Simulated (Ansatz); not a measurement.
Cost and result for the atomization energy of CH$_{5}$BO$_{2}$S (`OBSCO`) (10 atoms, 9 bonds).

```xyz
10

O     0.687   -1.257    1.067
B    -0.648   -1.120    0.890
S    -1.303   -0.040   -0.389
C     0.208    0.730   -1.073
O     0.668    1.822   -0.342
H     0.912   -1.870    1.770
H    -1.447   -1.722    1.550
H     1.003   -0.013   -1.074
H    -0.048    0.993   -2.105
H    -0.034    2.478   -0.293
```

The species carries charge 0 and has multiplicity 1. The structure was optimised at the PBE0-D4/def2-TZVP level. It is one conformer, not always the lowest. Program: Ansatz. All runs use 4 threads of an Arm Neoverse V2 on a shared host. Times are those of one run each, without the atoms' runs, and a repeat can differ threefold. Electronic energies, without spin–orbit coupling; frozen cores. CCSD(T)/CBS adds CCSD(T) − MP2 in def2-TZVPP to the MP2 limit, and its time is that of the two runs behind it. T1 = 0.013. B3LYP takes the VWN-RPA correlation (the form of Gaussian; ORCA's B3LYP/G).

CCSD(T)/CBS is a level of theory with its own doubt, some kJ/mol a heavy atom from the limit and from the frozen cores, so smaller differences don't rank the functionals.

```
                             level  functions  wall time  atomization (kcal/mol)  difference from CCSD(T)/CBS  per bond
   PBE-D4/def2-TZVPP (with forces)        236      2.2 s                   938.4                         25.4       2.8
                PBE0-D4/def2-TZVPP        236      2.5 s                   915.5                          2.5       0.3
 B3LYP-D4/def2-TZVPP (with forces)        236        4 s                   911.8                         -1.2      -0.1
r2SCAN-D4/def2-TZVPP (with forces)        236      4.4 s                   919.3                          6.3       0.7
                 B2PLYP/def2-TZVPP        236      4.6 s                   903.3                         -9.7      -1.1
                ωB97X-V/def2-TZVPP        236      6.5 s                   915.0                          2.0       0.2
  ωB97M-V/def2-TZVPP (with forces)        236        9 s                   918.5                          5.5       0.6
                    MP2/def2-QZVPP        448       17 s                   925.8                         12.8       1.4
                CCSD(T)/def2-TZVPP        236       92 s                   887.3                        -25.7      -2.9
                 CCSD(T)/CBS(def2)          –      110 s                   913.0                          0.0       0.0
```

The D4 term adds +7.3 kcal/mol with B3LYP and +3.8 kcal/mol with PBE0; it sums over pairs of atoms, weighted by their polarisabilities, and B3LYP, whose exchange is more repulsive, gets the larger term. From PBE to PBE0 (25 % exact exchange), in def2-TZVPP and without D4, the atomization energy moves by −22.1 kcal/mol: exact exchange takes away binding that semilocal exchange gives to molecules. In def2-TZVPP, CCSD(T) changes the Hartree–Fock value by +238.9 kcal/mol (the triples alone add +15.9 kcal/mol) and MP2 by +262.3 kcal/mol; breaking electron pairs costs correlation energy, which Hartree–Fock lacks.
